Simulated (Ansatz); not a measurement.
Geometry optimisation, Ansatz 0.2.0, RKS r2SCAN/6-31G.

input.yaml

```yaml
crystal:
  periodic: [false, false, false]
  atoms:
    - { symbol: C, position_ang: [-0.59323, 1.66944, -0.64022] }
    - { symbol: C, position_ang: [-0.08171, 0.73505, 0.1537] }
    - { symbol: B, position_ang: [0.09073, -0.76507, -0.23907] }
    - { symbol: "N", position_ang: [0.59239, -1.65036, 0.6989] }
    - { symbol: H, position_ang: [-0.92625, 1.43341, -1.63875] }
    - { symbol: H, position_ang: [-0.70569, 2.70207, -0.34196] }
    - { symbol: H, position_ang: [0.231, 1.04825, 1.14713] }
    - { symbol: H, position_ang: [-0.19359, -1.16648, -1.30329] }
    - { symbol: H, position_ang: [0.73124, -2.63278, 0.53251] }
    - { symbol: H, position_ang: [0.85511, -1.37354, 1.63104] }
basis:
  gaussian: { orbitals: "6-31G" }
hamiltonian:
  xc: r2scan
relax:
  f_tol: 0.015
  max_steps: 40
output:
  orbitals: {}
```

Launched with:

```bash
$ ansatz run input.yaml --threads 1 --pin off --max-ram 2048MiB --backend cpu --events-out ev --progress --plain --runs-dir out
```

Question: Where does it end, and by what steps?

Answer: The run converged. Limits of this set-up: no polarisation functions. After 5 steps the energy has fallen by 0.048 eV; H10 moved furthest, 0.07 Å.

| step | energy less start (eV) | largest force component (eV/Å) | accepted |
| --- | --- | --- | --- |
| 0 | 0.0000 | 0.996 | yes |
| 1 | -0.0418 | 0.374 | yes |
| 2 | -0.0470 | 0.055 | yes |
| 3 | -0.0471 | 0.056 | yes |
| 4 | -0.0474 | 0.058 | yes |
| 5 | -0.0480 | 0.005 | yes |

```xyz
10
Properties=species:S:1:pos:R:3
C -0.591 1.672 -0.658
C -0.087 0.750 0.189
B 0.084 -0.742 -0.202
N 0.609 -1.676 0.707
H -0.900 1.395 -1.666
H -0.716 2.721 -0.392
H 0.206 1.090 1.190
H -0.231 -1.130 -1.296
H 0.731 -2.652 0.481
H 0.896 -1.428 1.646
```

Whether the end is a true minimum wasn't checked by a vibrational analysis.

Run time: 48 s on 1 CPU thread of a shared host.
